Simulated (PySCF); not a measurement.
B(Cl)(OH)(SiH3) (BClH₄OSi), SMILES OB([SiH3])Cl.

Geometry: B3LYP-D3(BJ)/def2-SVP. Other conformers were not sampled.

Calculation: PySCF with B3LYP/def2-TZVP.

Symmetry labels are those of the subgroup Cs that the program uses (full group Cs).

Computed valence orbital energies around the gap with their symmetry:
| orbital | symmetry | energy (eV) |
|---|---|---|
| HOMO−7 | A' | -13.06 |
| HOMO−6 | A' | -11.42 |
| HOMO−5 | A" | -11.25 |
| HOMO−4 | A' | -9.59 |
| HOMO−3 | A" | -9.56 |
| HOMO−2 | A" | -9.23 |
| HOMO−1 | A' | -9.22 |
| HOMO | A' | -8.24 |
| LUMO | A" | -1.30 |
| LUMO+1 | A' | 0.20 |
| LUMO+2 | A' | 0.91 |
| LUMO+3 | A' | 1.08 |
